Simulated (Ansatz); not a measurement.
Stepwise reaction of `F[SiH]([SiH3])[SiH3]` with hydrogen, as a gas-phase model of exchange steps in deposition or etching. ΔE in kJ/mol; ΔG adds harmonic PBE0-D4 terms to CCSD(T)/CBS, at 1 bar.

Computed with Ansatz on PBE0-D4/def2-TZVP structures; ΔE is electronic, products minus reactants. CBS: MP2 limit from def2 TZ/QZ plus the TZ coupled-cluster correction, frozen cores. This one scheme is used for every species. Functionals use def2-TZVPP. B3LYP here is the variant with VWN-RPA as its local correlation; programs differ in this.

```json
{"step": "1", "reaction": "`F[SiH]([SiH3])[SiH3]` + H₂ → `F[SiH2][SiH3]` + SiH₄", "PBE-D4": "-5.0", "B3LYP-D4": "-20.4", "ωB97M-V": "-25.7", "CCSD(T)/CBS": "-21.3", "ΔG(500 K)": "-19.3"}
{"step": "2", "reaction": "`F[SiH2][SiH3]` + H₂ → `F[SiH3]` + SiH₄", "PBE-D4": "-10.8", "B3LYP-D4": "-26.5", "ωB97M-V": "-31.2", "CCSD(T)/CBS": "-27.3", "ΔG(500 K)": "-20.5"}
```

Q: By hand: ΔE of the 2 steps together at CCSD(T)/CBS.

A: (-21.3) + (-27.3) = -48.6 kJ/mol, or -24.3 kJ/mol a step.

In ΔE each step is lower than the one before. All are downhill at CCSD(T)/CBS. ΔG lies between -20.5 and -19.3 kJ/mol a step. PBE-D4 differs from CCSD(T)/CBS by 16.3 to 16.5 kJ/mol a step. Isolated molecules leave out the surface, adducts and barriers. Largest T1 diagnostic: 0.013.
